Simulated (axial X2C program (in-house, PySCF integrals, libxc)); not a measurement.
RbP: cheaper levels and CCSD(T), 2c

All values were computed with an axial X2C code built on PySCF integrals. Two-component (2c) means X2C with spin–orbit coupling and atomic mean-field two-electron Coulomb and Gaunt terms. Basis: Rb dyall-cv3z [12s13p8d4f1g], P dyall-v3z [8s7p2d1f] (cores contracted in-house); Gaussian nuclei, density fitting, unrestricted open shells. Masses: Rb 84.912 u, P 30.974 u.

State: Ω = 1 (⟨Sz⟩ = 1.00, ⟨Lz⟩ = 0.00 at HF); fragments Rb + P.

```tsv
level	Re (Å)	ωe (cm⁻¹)	De (eV)
PBE0	3.145	180.2	1.32
CCSD	3.168	182.8	1.00
M06	3.148	183.4	1.57
```

Correlated methods: 14 electrons correlated (number of frozen shells: Rb 3 s, 2 p, 1 d; P 2 s, 1 p), 232 virtual spin orbitals or spinors in MP2, 90 natural virtuals in coupled cluster.

CCSD(T), same Hamiltonian and basis:

Re = 3.164 Å, ωe = 182.3 cm⁻¹, De = 1.03 eV; T1 = 0.010 (Lee–Taylor normalisation).

(1) Give the differences from CCSD(T) in the columns below.

Occupations by symmetry block were frozen at the best pattern of an incomplete PBE0 search. Dissociation energies refer to the lowest single-determinant-based atoms at the same level and basis. Density functionals use the spin component along the axis (collinear). Coupled cluster ran in a truncated set of natural virtual spinors; the MP2 energy of the rest was added. (T) has no such correction and the atoms are truncated less, which lowers De at CCSD(T) by a hundredth of an eV or more. PBE0 can misorder states that lie within some tenths of an eV, so this need not be the ground state of the molecule. The nearest other 2c determinant of the search, Ω = 2, lies 0.42 eV up at the distance of the search. With several unpaired electrons one determinant need not be a pure state. Open-shell Ω = 0 determinants with evenly filled partner blocks cannot be reached by this program, so the Ω shown need not be the lowest component. This is the Ω = 1 component of a π² triplet; the 0⁺ component is not one determinant and can lie lowest.

Results:

(1) 

```json
{"level": "PBE0", "ΔRe (Å)": "-0.019", "Δωe (cm⁻¹)": "-2.1", "ΔDe (eV)": "0.29"}
{"level": "CCSD", "ΔRe (Å)": "0.004", "Δωe (cm⁻¹)": "0.5", "ΔDe (eV)": "-0.03"}
{"level": "M06", "ΔRe (Å)": "-0.016", "Δωe (cm⁻¹)": "1.1", "ΔDe (eV)": "0.54"}
```
